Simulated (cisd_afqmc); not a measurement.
Input (AFQMC/CISD/cc-pVQZ; cisd_afqmc is a phaseless AFQMC code with CISD trial states that reads the integrals written by Ansatz):

Ansatz 0.2 input:
```python
import cisd_afqmc

open("ham.yaml", "w").write("""\
crystal:
  periodic: [false, false, false]
  atoms:
    - {symbol: Ga, position_ang: [-0.00000000, -0.00000000, -0.05278277]}
    - {symbol: H, position_ang: [0.00000000, 0.00000000, 1.63626580]}
basis:
  gaussian:
    orbitals: cc-pVQZ
magnetization: {spin_polarized: false}
correlation: {method: ccsd, electrons: outside_noble_gas, hamiltonian_folder: ham}
""")
rep = cisd_afqmc.ansatz("ham.yaml")
e_ccsd = rep["correlation"]["coupled_cluster"]["energy"]["hartree"]
out = cisd_afqmc.run("ham", e_ccsd, trial="CISD", walkers=100, populations=8, threads=8, dt=0.005, steps=40, early=24, settle=10, least=32,
    cut=5e-5, rank_cut=2e-4, target=0.0004, seconds=1500, seed=1, memory=17280, gpu=False)
```

Output:

```
orbitals 84, occupied [2], factors 451 of 606, rank of the doubles 81 of 164
E(HF) = -1923.840089
E(CCSD) on the cut factors = -1923.920833, shift to the whole factors -0.000011
Energy of the trial state on the determinant = -1923.920663
  tau behind 7.2 of longer steps, mean of the populations' last blocks
   2.0  -1923.92234
   4.0  -1923.92265
   6.0  -1923.92226
   8.0  -1923.92275
blocks 322 (0 outliers left out), error by blocks joined: 1: 0.00005, 2: 0.00006, 4: 0.00007, 8: 0.00009, 16: 0.00010
E(AFQMC/CISD) = -1923.92260 +/- 0.00010
```
